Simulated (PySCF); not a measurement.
C4H10OSi, SMILES C[C@H]1OC[Si@H]1C. Atoms are numbered in the order given.

```xyz
16

C     -1.5271     1.4755     0.4467
C     -1.0955     0.0346     0.3265
O     -1.0739    -0.3865    -1.0523
C      0.0788    -1.2328    -1.1416
Si     0.7294    -0.5153     0.4972
C      2.0023     0.8506     0.3367
H     -2.5216     1.6176    -0.0062
H     -1.5890     1.7756     1.5043
H     -0.8271     2.1522    -0.0670
H     -1.7873    -0.6113     0.9055
H      0.6309    -1.0425    -2.0771
H     -0.1942    -2.3058    -1.1193
H      1.1107    -1.4524     1.6025
H      2.0698     1.4415     1.2637
H      3.0011     0.4355     0.1292
H      1.7342     1.5292    -0.4871
```

The structure is a stationary point at PBE0-D3(BJ)/def2-SVP. The structure was generated by enumeration; whether it is a known compound was not checked.

Computed with PySCF with r2SCAN/def2-TZVP.

Isolated molecule, no solvent.

Computed frontier levels, gap, dipole moment and polarisability:
```
Quantity                                                                                                        Value
---------------------------------------------------------------------------------------------  ----------------------
highest occupied level                                                                                       -5.68 eV
lowest empty level                                                                                            0.00 eV
orbital gap                                                                                                   5.69 eV
dipole moment                                                                                                  1.71 D
quadrupole, principal values (traceless, Buckingham form, about the centre of nuclear charge)   -5.26, 0.66, 4.60 D·Å
mean static polarisability                                                                      77.8 bohr³ (11.53 Å³)
polarisability, principal values                                                               70.9, 79.2, 83.2 bohr³
```
